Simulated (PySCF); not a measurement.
# C6H7N2: g tensor and hyperfine couplings

Species: C₆H₇N₂ (doublet state).
SMILES with atom numbers: `[H]/[C:1]=[C:2]([CH3:3])\[N:4]=[CH:5]/[CH2:6][C:7]#[N:8]` (hydrogens: H9 on C1; H10, H11, H12 on C3; H13 on C5; H14, H15 on C6)

Cartesian coordinates in Å at the GFN2-xTB level; atoms count from 1:
```xyz
15
C6H7N2 angstrom
C     -0.7584    1.4198    0.3835
C     -1.1563    0.2376   -0.0039
C     -2.4779   -0.3825    0.3489
N     -0.4031   -0.5625   -0.8766
C      0.8257   -0.7963   -0.8150
C      1.7954   -0.3471    0.2574
C      2.4878    0.8309   -0.1982
N      3.0177    1.7688   -0.5807
H      0.0492    2.0814    0.1639
H     -2.9837   -0.6850   -0.5649
H     -3.0937    0.3278    0.8915
H     -2.3263   -1.2694    0.9630
H      1.2484   -1.3902   -1.6188
H      2.5281   -1.1323    0.4597
H      1.2428   -0.0929    1.1685
```

The hyperfine couplings belong to this conformer and change with its torsions.

Method used: UKS B3LYP, pcH-1 on C H N, non-relativistic, mean-field spin-orbit, GIAO (PySCF). Geometry: GFN2-xTB, one conformer, isolated molecule. Couplings are sensitive to structure, and on GFN2-xTB geometries they can be far from those on DFT ones. The frame is twisted about the C2–N4 bond at this geometry (dihedral C1–C2–N4–C5 = 46°); couplings at other torsion angles weren't computed. Stability of the SCF solution: not tested.

- g1, g2, g3: 2.00207, 2.00213, 2.00250
- g_iso: 2.00223
- Form of g: close to axial: the two nearest values differ by 13 % of g3 − g1
- ⟨S²⟩: 0.7606 (exact 0.7500)
- HOMO–LUMO gap, α and β orbitals: 5.01, 4.20 eV
- Total energy: -342.23466 Eh

Isotropic coupling and dipolar principal values T1 to T3, in MHz; ρ(0) is the spin density at the nucleus:

```csv
atom,isotope,a_iso,T1,T2,T3,Mulliken spin population,ρ(0) (bohr⁻³)
C1,13C,316.2,-82.0,-58.8,140.8,1.04,0.2813
C2,13C,-2.1,-18.0,2.5,15.6,-0.13,-0.0019
C3,13C,30.6,-4.0,-3.3,7.2,0.03,0.0272
N4,14N,4.0,-6.1,-3.4,9.5,0.08,0.0123
C5,13C,-8.4,-4.1,1.1,3.1,-0.03,-0.0075
C6,13C,0.4,-1.2,0.6,0.6,0.01,0.0003
C7,13C,-2.9,-0.5,-0.3,0.8,0.00,-0.0025
N8,14N,0.2,-0.4,-0.2,0.7,0.00,0.0005
H9,1H,32.3,-32.5,-7.8,40.3,0.00,0.0072
H10,1H,-4.7,-2.6,-1.7,4.2,0.00,-0.0011
H11,1H,-0.2,-5.9,-2.6,8.5,0.00,0.0000
H12,1H,-4.8,-2.6,-1.6,4.3,0.00,-0.0011
H13,1H,14.2,-2.4,-0.2,2.6,0.01,0.0032
H14,1H,-1.8,-1.2,-0.9,2.1,0.00,-0.0004
H15,1H,1.9,-3.8,-2.9,6.7,0.00,0.0004
```

Largest spin populations (Mulliken): C1 (+1.04), C2 (-0.13) and N4 (+0.08). No atom but C1 exceeds +0.15. The positive populations add up to 1.17 and the negative ones to -0.17, together 2S = 1.

Axes: g1 points within 6° of the C2–C3 bond.

Under fast tumbling the dipolar parts average out, and these isotropic splittings remain: 1 × 1H (H9, I = 1/2, 2 lines) with 1.15 mT, 1 × 1H (H13, I = 1/2, 2 lines) with 0.51 mT, 1 × 14N (N4, I = 1, 3 lines) with 0.14 mT and 3 × 1H (H10/H11/H12, I = 1/2, 4 lines) with 0.12 mT.

Means are taken over nuclei equivalent by connectivity, which assumes that they swap fast.

The 13C coupling of C1 (316.2 MHz) shows only in satellite lines or after enrichment, since that isotope makes up about 1.07 % of natural carbon.

The run took 1.7 min of wall time (with the writing of density and orbital grids) on one thread of an Arm Neoverse N1, shared host with 32 logical CPUs at a one-minute load of 21, and the process peaked at 0.97 GiB of memory.
